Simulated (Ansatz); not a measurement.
Basis-set extrapolation for C$_{3}$H$_{8}$OSi, SMILES `O[SiH]1CCC1` (PBE0-D4/def2-TZVP geometry, frozen core, Ansatz 0.2.0). Multiplicity 1, RHF reference.

|  | def2-TZVPP | def2-QZVPP |
| --- | --- | --- |
| HF | -482.181334 | -482.199613 |
| MP2 correlation | -0.877873 | -0.939045 |
| CCSD(T) correlation | -0.957200 | not run |

Energies in hartree. Use E(X) = E(∞) + A·exp(−7.88·√X) for Hartree–Fock and E(X) = E(∞) + B·X^(−2.97) for correlation, with X = 3 and 4, and add CCSD(T) minus MP2 of the smaller set to the MP2 limit.

Question: What is the CCSD(T) energy at the basis-set limit?

Answer: HF limit: -482.199613 + (-0.018279) × 0.13774 = -482.20213. MP2 limit: -0.939045 + (-0.061172) × 0.74074 = -0.98436. Higher-order term: -0.957200 − (-0.877873) = -0.07933. Total: -483.26582 hartree, 334.2 kJ/mol below CCSD(T)/def2-TZVPP.
